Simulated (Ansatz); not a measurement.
Geometry optimisation, RKS PBE-D4/6-31G* in Ansatz.

Input:

```yaml
crystal:
  periodic: [false, false, false]
  atoms:
    - { symbol: B, position_ang: [-0.069744, -0.198773, -0.111047] }
    - { symbol: H, position_ang: [-0.124794, -0.601877, 1.02291] }
    - { symbol: C, position_ang: [1.320478, 0.029701, -0.819619] }
    - { symbol: H, position_ang: [1.91992, -0.900769, -0.811451] }
    - { symbol: H, position_ang: [1.237181, 0.368937, -1.868053] }
    - { symbol: H, position_ang: [1.90724, 0.785606, -0.266754] }
    - { symbol: "N", position_ang: [-1.296102, -0.134859, -0.788019] }
    - { symbol: H, position_ang: [-2.195417, -0.305595, -0.343128] }
    - { symbol: H, position_ang: [-1.377104, 0.162765, -1.759872] }
    - { symbol: F, position_ang: [0.048238, 2.001208, 1.13472] }
    - { symbol: H, position_ang: [-0.126597, 1.177456, 1.549912] }
basis:
  gaussian: { orbitals: "6-31G*" }
hamiltonian:
  xc: pbe
  dispersion: d4
relax:
  f_tol: 0.03
  max_steps: 50
```

Run as:

```bash
$ ansatz run input.yaml --threads 1 --pin off --max-ram 2048MiB --backend cpu --events-out ev --progress --plain --runs-dir out
```

Q: Where does it end, and by what steps?

A: The forces met the threshold. The force dipped under the threshold on the way, but the program's further checks kept it going. After 10 steps the energy has fallen by 0.067 eV; F10 moved furthest, 0.35 Å.

| step | energy less start (eV) | largest force component (eV/Å) | accepted |
| --- | --- | --- | --- |
| 0 | 0.0000 | 0.685 | yes |
| 1 | -0.0281 | 1.391 | yes |
| 2 | -0.0410 | 1.187 | yes |
| 3 | -0.0555 | 0.317 | yes |
| 4 | -0.0500 | 0.319 | no |
| 5 | -0.0604 | 0.090 | yes |
| 6 | -0.0649 | 0.109 | yes |
| 7 | -0.0653 | 0.035 | yes |
| 8 | -0.0661 | 0.042 | yes |
| 9 | -0.0669 | 0.023 | yes |
| 10 | -0.0670 | 0.029 | yes |

```xyz
11
Properties=species:S:1:pos:R:3
B -0.103 -0.205 -0.166
H -0.183 -0.483 1.025
C 1.297 0.027 -0.843
H 1.976 -0.828 -0.669
H 1.251 0.216 -1.930
H 1.775 0.903 -0.363
N -1.322 -0.156 -0.850
H -2.228 -0.283 -0.403
H -1.388 0.057 -1.844
F 0.164 2.037 1.468
H 0.004 1.098 1.514
```

Whether the end is a true minimum wasn't checked by a vibrational analysis.

Run time: 25 s on 1 thread of Arm Neoverse V2, on a shared host, peak memory 0.15 GiB.
